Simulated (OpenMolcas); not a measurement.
Predicting a hybrid from its neighbours: C2H5NSi

C2H5NSi: 9 atoms, total charge 0, spin state singlet. As SMILES, `C[SiH2]C#N`. The shape is that of a PBE0-D4/def2-TZVP optimisation.

The dipole moment y, in D, basis cc-pVDZ; a is the functional's share of exact exchange. Programs: OpenMolcas 26.06.

| functional | program | a | y (D) |
| --- | --- | --- | --- |
| TPSS | OpenMolcas | 0 | 3.72 |
| PBE | OpenMolcas | 0 | 3.71 |
| B3LYP | OpenMolcas | 0.2 | ? |
| PBE0 | OpenMolcas | 0.25 | 3.82 |
| BHLYP | OpenMolcas | 0.5 | 3.88 |

Question: Fit y = c + s·a to the known rows and predict B3LYP.

Answer: 
1. Means of the 4 rows: a = 0.1875, y = 3.782.
2. Σ(Δa)² = 0.17188, Σ(Δa·Δy) = 0.058125, so the slope is 0.058125/0.17188 = 0.33817.
3. Intercept: 3.782 − (0.33817) × 0.1875 = 3.719. The largest residual of the fit is 0.016.
4. B3LYP: 3.719 + (0.33817) × 0.2 = 3.79 D.

The run gave 3.77 D, so the prediction is off by +0.02 D, about the largest residual. More exact exchange makes the molecule more polar here.
